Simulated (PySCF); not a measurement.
Al: excitation energy

Al [Ne] 3s2 3p1 (2P) → Al [Ne] 3s1 3p1 3d1 (high-spin determinant), as a difference of total energies. All numbers are calculated (PySCF 2.14, no relativity, point nucleus, in dyall-av3z (19s12p3d2f, 84 functions)). Correlated levels: valence: [Ne] frozen; virtual orbitals above 40 to 60 times the deepest correlated orbital energy dropped. The calculations carry no spin-orbit coupling.

```tsv
method	excitation energy (cm⁻¹)
UHF	61678
MP2 (valence)	68170
SCS-MP2 (valence)	70370
CCSD (valence)	69165
CCSD(T) (valence)	68728
```

The upper state lies above the first ionisation limit, but in LS coupling its spin forbids autoionisation to the ground ion.

The promoted electron is Rydberg-like, and one or two diffuse shells describe it only roughly, which tends to raise the upper state.

The coupled-cluster amplitudes are large for the upper state (T1 above 0.03 or a double amplitude above 0.15), so a single reference is strained.

The determinant of the upper state mixes LS terms, which raises its energy above the lowest term, most at the Hartree-Fock and MP2 levels.
